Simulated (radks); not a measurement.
Hg IV, configuration [Xe] 4f14 5d9.

Method: scalar-relativistic Kohn-Sham, PBE, spin-polarised, spherical densities, finite nucleus; open shells are filled with parallel spins first (spin-orbit coupling, left out, can overturn this in heavy ions); Fermi nuclear charge, rms radius 5.4648 fm; computed with a radial shooting solver on a logarithmic mesh with Libxc functionals.

Energy parts (eV):
total: -533767.29
kinetic: 598818.97
electron-nucleus: -1326799.05
Hartree: 204259.52
exchange-correlation: -10046.72

Orbitals (lengths in bohr, moments of r in powers of bohr; r(90%) holds 90 % of the orbital's charge):
\begin{tabular}{lrrrr}
orbital & occ. & eigenvalue (eV) & <r^2> & r(90%) \\ \hline
1s down & 1 & -83170.39 & 0.0003809 & 0.0304 \\
1s up & 1 & -83170.39 & 0.0003809 & 0.0304 \\
2s up & 1 & -14770.08 & 0.005797 & 0.109 \\
2s down & 1 & -14769.99 & 0.005797 & 0.109 \\
2p up & 3 & -12745.90 & 0.004898 & 0.103 \\
2p down & 3 & -12745.83 & 0.004898 & 0.103 \\
3s up & 1 & -3531.368 & 0.03734 & 0.265 \\
3s down & 1 & -3531.335 & 0.03734 & 0.265 \\
3p up & 3 & -2946.199 & 0.03848 & 0.272 \\
3p down & 3 & -2946.162 & 0.03848 & 0.272 \\
3d up & 5 & -2329.324 & 0.03187 & 0.256 \\
3d down & 5 & -2329.261 & 0.03187 & 0.256 \\
4s up & 1 & -803.3233 & 0.1799 & 0.572 \\
4s down & 1 & -803.2399 & 0.1799 & 0.572 \\
4p up & 3 & -611.3764 & 0.2056 & 0.617 \\
4p down & 3 & -611.2993 & 0.2056 & 0.616 \\
4d up & 5 & -383.2708 & 0.2327 & 0.669 \\
4d down & 5 & -383.1815 & 0.2326 & 0.669 \\
5s up & 1 & -152.5945 & 0.9091 & 1.28 \\
5s down & 1 & -152.0499 & 0.9073 & 1.28 \\
4f up & 7 & -130.4055 & 0.2809 & 0.772 \\
4f down & 7 & -130.2831 & 0.2804 & 0.771 \\
5p up & 3 & -100.8711 & 1.206 & 1.49 \\
5p down & 3 & -100.2086 & 1.204 & 1.49 \\
5d up & 5 & -42.8268 & 2.214 & 2.09 \\
5d down & 4 & -42.1044 & 2.227 & 2.10 \\
\end{tabular}

The highest occupied level is 5d down at -42.104 eV. Summed over all electrons, <r^2> = 37.54 bohr^2, which gives a Langevin (diamagnetic) susceptibility term of -29.7 x 10^-6 cm^3/mol. Spin moment in Bohr magnetons: 1.
